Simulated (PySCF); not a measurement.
## Dipole response of Ga²⁺ (gallium, charge +2)

[Ar] 3d10 4s1, 2S determinant. All numbers are calculated (PySCF 2.14, scalar relativity by spin-free X2C-1e, in x2c-TZVPPall with one added diffuse shell each of s, p, d type (7s6p5d1f, 57 functions)). Coupled (time-dependent) response in atomic units; α is the mean over directions.

| method | mean α (bohr³) | C₆ (like pair) | S(−4) |
| --- | --- | --- | --- |
| UHF | 11.97 | 35.31 | 132.6 |
| PBE | 9.316 | 26.42 | 72.10 |
| PBE0 | 9.860 | 28.06 | 83.36 |
| r2SCAN0 | 10.31 | 30.52 | 87.02 |
| wB97X | 9.770 | 27.87 | 81.45 |

S(−4) is the Cauchy moment in α(ω) = α(0) + S(−4) ω² + …

α(iu) at PBE:

```json
{"u (hartree)": "0", "α(iu) (bohr³)": "9.316"}
{"u (hartree)": "0.0500", "α(iu) (bohr³)": "9.139"}
{"u (hartree)": "0.100", "α(iu) (bohr³)": "8.653"}
{"u (hartree)": "0.200", "α(iu) (bohr³)": "7.186"}
{"u (hartree)": "0.300", "α(iu) (bohr³)": "5.696"}
{"u (hartree)": "0.500", "α(iu) (bohr³)": "3.635"}
{"u (hartree)": "0.750", "α(iu) (bohr³)": "2.328"}
{"u (hartree)": "1.00", "α(iu) (bohr³)": "1.651"}
{"u (hartree)": "1.50", "α(iu) (bohr³)": "0.9868"}
{"u (hartree)": "2.00", "α(iu) (bohr³)": "0.6662"}
{"u (hartree)": "3.00", "α(iu) (bohr³)": "0.3657"}
{"u (hartree)": "5.00", "α(iu) (bohr³)": "0.1602"}
```

For an ion, C₆ is the dispersion term alone; charge-induced terms of lower order in 1/R come first.
